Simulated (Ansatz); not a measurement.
Wavefunction ladder for `CN1C[SiH]1F`

Z-matrix (Å, degrees):
```
C
N 1 1.426
H 1 1.098 2 111.8
H 1 1.092 2 109.7 3 -119.9
H 1 1.096 2 111.4 3 120.7
C 2 1.488 1 126.4 3 -52.7
Si 2 1.653 1 157.2 3 81.7
H 6 1.095 2 115.7 1 51.2
H 6 1.092 2 115.6 1 -83.1
F 7 1.592 2 120.3 1 107.0
H 7 1.475 2 123.2 1 -31.7
```

Charge 0, multiplicity 1. The structure was optimised at the PBE0-D4/def2-TZVP level. Frozen core, restricted reference, Ansatz. CBS rows extrapolate triple and quadruple zeta; past MP2 they add the triple-zeta difference.

```
     basis     HF (Eh)  MP2 corr.
  def2-SVP  -521.78972   -0.72432
def2-TZVPP  -522.18241   -0.91573
def2-QZVPP  -522.20310   -0.98550
```

(1) Estimate the CCSD correlation energy and the (T) correction in each basis where they were run (hartree).

Results:

(1) 
| basis | CCSD corr. | (T) |
| --- | --- | --- |
| def2-SVP | -0.76814 | -0.02073 |
| def2-TZVPP | -0.94903 | -0.03610 |
| CBS(def2) | -1.07048 | as TZ |
